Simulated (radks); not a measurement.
Values are calculated unless marked as measured or tabulated.
Excited configurations of Re2+: one electron is placed in a higher orbital outside [Xe] 4f14 5d4. The ground configuration is [Xe] 4f14 5d5. Level of theory: Dirac Kohn-Sham, BLYP, spin-unpolarised, spherical densities, point nucleus; open shells fill j = l - 1/2 first (a radial shooting solver on a logarithmic mesh with Libxc functionals). Excitation = E - E(ground); binding = E(ion) - E, where the ion is the core of charge +3; n* = 3/sqrt(2 binding) in atomic units, and the quantum defect is n - n*.

outer orbital  excitation (eV)  binding (eV)  quantum defect  eigenvalue (eV)
5f5/2                   18.156         8.214           1.139           -6.243
6p1/2                    7.176        19.194           3.474          -15.728
6d3/2                   15.545        10.825           2.637           -8.733
6f5/2                   20.774         5.595           1.322           -4.533
7p1/2                   16.689         9.680           3.443           -8.207
7d3/2                   19.725         6.645           2.707           -5.532
7f5/2                   22.396         3.974           1.449           -3.316

The Delta-SCF ionisation energy is 26.370 eV (NIST Atomic Spectra Database: 27 eV, theoretical). Self-interaction in the functional shifts the binding energies and quantum defects, so they are the method's values and not measured ones. Spin polarisation and multiplet splitting are left out, so open shells lie too high by an amount that depends on their filling.

Beside tabulated values, note that spin-unpolarised runs miss the spin-polarisation part of the exchange energy of open shells.
